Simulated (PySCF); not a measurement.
## Solvent effects on NMR parameters

Molfile (atoms numbered from 1):
```
C5H4AlF3O3
     RDKit          3D

 16 16  0  0  0  0  0  0  0  0999 V2000
    1.8663   -1.7984   -0.5401 O   0  0  0  0  0  0  0  0  0  0  0  0
    1.5309   -0.7647   -0.0160 C   0  0  0  0  0  0  0  0  0  0  0  0
    0.1379   -0.3025    0.0579 C   0  0  0  0  0  0  0  0  0  0  0  0
   -0.2569    0.9329    0.6167 C   0  0  0  0  0  0  0  0  0  0  0  0
   -1.4420    1.3486    0.6773 O   0  0  0  0  0  0  0  0  0  0  0  0
   -3.0228    0.5258    0.0838 Al  0  0  0  0  0  4  0  0  0  0  0  0
   -2.0703   -0.9818   -0.5141 O   0  0  0  0  0  0  0  0  0  0  0  0
   -0.8320   -1.1834   -0.4794 C   0  0  0  0  0  0  0  0  0  0  0  0
    2.6294    0.1210    0.6234 C   0  0  0  0  0  0  0  0  0  0  0  0
    2.3795    0.3046    1.9247 F   0  0  0  0  0  0  0  0  0  0  0  0
    2.6532    1.3276    0.0432 F   0  0  0  0  0  0  0  0  0  0  0  0
    3.8141   -0.4325    0.4942 F   0  0  0  0  0  0  0  0  0  0  0  0
    0.5074    1.6057    1.0359 H   0  0  0  0  0  0  0  0  0  0  0  0
   -3.8848    0.1162    1.3459 H   0  0  0  0  0  0  0  0  0  0  0  0
   -3.5609    1.3125   -1.1796 H   0  0  0  0  0  0  0  0  0  0  0  0
   -0.4609   -2.1326   -0.9006 H   0  0  0  0  0  0  0  0  0  0  0  0
  1  2  2  0
  2  3  1  0
  3  4  2  0
  4  5  1  0
  5  6  1  0
  6  7  1  0
  7  8  2  0
  2  9  1  0
  9 10  1  0
  9 11  1  0
  9 12  1  0
  8  3  1  0
  4 13  1  0
  6 14  1  0
  6 15  1  0
  8 16  1  0
M  CHG  2   6  -1   7   1
M  END
```

GIAO PBE0/pcSseg-1 in PySCF 2.14 on one PBE0-D3(BJ)/def2-SVP conformer, non-relativistic, equivalent nuclei averaged. Solvents enter as an IEF-PCM continuum (chloroform with ε = 4.7, dichloromethane with ε = 8.9) around the gas-phase geometry. Shifts are referred to TMS, AlH4-, CFCl3 computed in the same medium.

Gas phase, δ in ppm: C4/C8 198.0, C2 182.2, C9 121.2, C3 117.0, Al6 50.1, F10/F11/F12 -85.1, H13/H16 9.20, H14/H15 4.46. Dipole moment 0.59 D.

Task: How does each δ change in the continuum?

Result: 
```csv
atoms,environment,"Δδ, chloroform","Δδ, dichloromethane"
C4/C8,alkene carbon bearing oxygen,+2.2,+2.6
C2,ketone carbonyl carbon,+2.0,+2.4
C9,CF3 carbon,+0.9,+1.1
C3,β carbon of an enol-ether or enamine type C=C,+1.4,+1.7
Al6,"aluminium bonded to 2 O, 2 H, in a 6-membered ring",-14.1,-16.1
F10/F11/F12,fluorine of a CF3 group,+1.6,+1.9
H13/H16,hydrogen on an alkene carbon bearing oxygen,+0.10,+0.11
H14/H15,"hydrogen on an aluminium bonded to 2 O, in a 6-membered ring",-0.29,-0.34
```

Changes are relative to the gas phase. The dipole moment becomes 0.76 D in chloroform, 0.81 D in dichloromethane.

Task: Which of the listed nuclei move most (in ppm), and what does the model miss? (N and O are left out, as their reference compounds move with the solvent too.)

Result: Al6 (aluminium bonded to 2 O, 2 H, in a 6-membered ring, -16.1 ppm) in dichloromethane. A continuum only polarises the solute; specific hydrogen bonds, the anisotropy of aromatic solvents and changes of geometry or conformer are outside it.
